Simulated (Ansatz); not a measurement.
```yaml
crystal:
  periodic: [false, false, false]
  atoms:
    - {symbol: C, position_ang: [0.102647, -2.497045, 0.342006]}
    - {symbol: C, position_ang: [-0.818878, -1.351086, -0.039015]}
    - {symbol: N, position_ang: [-0.293561, -0.042561, 0.331424]}
    - {symbol: Ge, position_ang: [-0.967169, 0.646791, 1.898522]}
    - {symbol: C, position_ang: [0.071838, 0.810728, -0.790592]}
    - {symbol: C, position_ang: [1.231660, 0.212130, -1.577960]}
    - {symbol: C, position_ang: [0.436760, 2.211413, -0.334716]}
    - {symbol: H, position_ang: [1.078695, -2.387947, -0.134568]}
    - {symbol: H, position_ang: [-0.324693, -3.459437, 0.045240]}
    - {symbol: H, position_ang: [0.261652, -2.515608, 1.422911]}
    - {symbol: H, position_ang: [-1.004139, -1.365918, -1.119681]}
    - {symbol: H, position_ang: [-1.802470, -1.523540, 0.418889]}
    - {symbol: H, position_ang: [-2.281154, 1.444409, 1.693950]}
    - {symbol: H, position_ang: [-1.263611, -0.582082, 2.773557]}
    - {symbol: H, position_ang: [0.059348, 1.554188, 2.592291]}
    - {symbol: H, position_ang: [-0.787864, 0.900640, -1.480111]}
    - {symbol: H, position_ang: [1.000177, -0.788578, -1.946831]}
    - {symbol: H, position_ang: [1.468383, 0.836313, -2.443644]}
    - {symbol: H, position_ang: [2.118820, 0.143164, -0.942800]}
    - {symbol: H, position_ang: [-0.396100, 2.713034, 0.166281]}
    - {symbol: H, position_ang: [1.288926, 2.187837, 0.349559]}
    - {symbol: H, position_ang: [0.711430, 2.823054, -1.196115]}
basis:
  gaussian: {orbitals: def2-TZVPD}
total_charge: -1
magnetization: {spin_polarized: true, initial_magnetization: 2}
hamiltonian: {xc: {name: PBEsol}, pseudopotentials: {relativity: none}}
scf: {lower_state_search: off}
output: {forces: true}
```

```sh
$ ansatz run in.yaml --threads 4 --pin off --events-out ev --progress --plain --max-ram 41984MiB --backend cuda --devices 0, --max-vram 37GiB
```

It prints (some lines left out):

```
Error: a molecule whose nuclei and cores have a total charge of 84 cannot have a net charge of -1 together with 2 unpaired electrons
```

In this input the number of unpaired electrons doesn't fit the electron count. The program refused the input.
